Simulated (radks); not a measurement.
The mean radii <r> (bohr) of the occupied orbitals of an atom or ion are listed with their occupations. Method: scalar-relativistic Kohn-Sham, PBE, spin-polarised, spherical densities, point nucleus; computed with a radial shooting solver on a logarithmic mesh with Libxc functionals.

| orbital | occ. | <r> |
|---|---|---|
| 1s up | 1 | 0.05409 |
| 1s down | 1 | 0.05409 |
| 2s up | 1 | 0.2450 |
| 2s down | 1 | 0.2448 |
| 2p up | 3 | 0.2154 |
| 2p down | 3 | 0.2152 |
| 3s up | 1 | 0.7400 |
| 3s down | 1 | 0.7411 |
| 3p up | 3 | 0.7781 |
| 3p down | 3 | 0.7799 |
| 3d up | 5 | 0.9771 |
| 3d down | 3 | 0.9913 |
| 4p up | 1 | 3.156 |

Name the element and its charge. Open shells, if any, are filled with parallel spins first.

Answer. Z = 28, nickel, charge +1: Ni+ in [Ar] 3d8 4p1. The 1s radius gives Z: for a bare nucleus <r> = (2 gamma + 1)/(2Z) with gamma = sqrt(1 - (Z/c)^2), 0.05282 bohr for Z = 28, and screening makes it slightly larger (0.05409 here). The occupations add up to 27, and the charge is Z minus that.
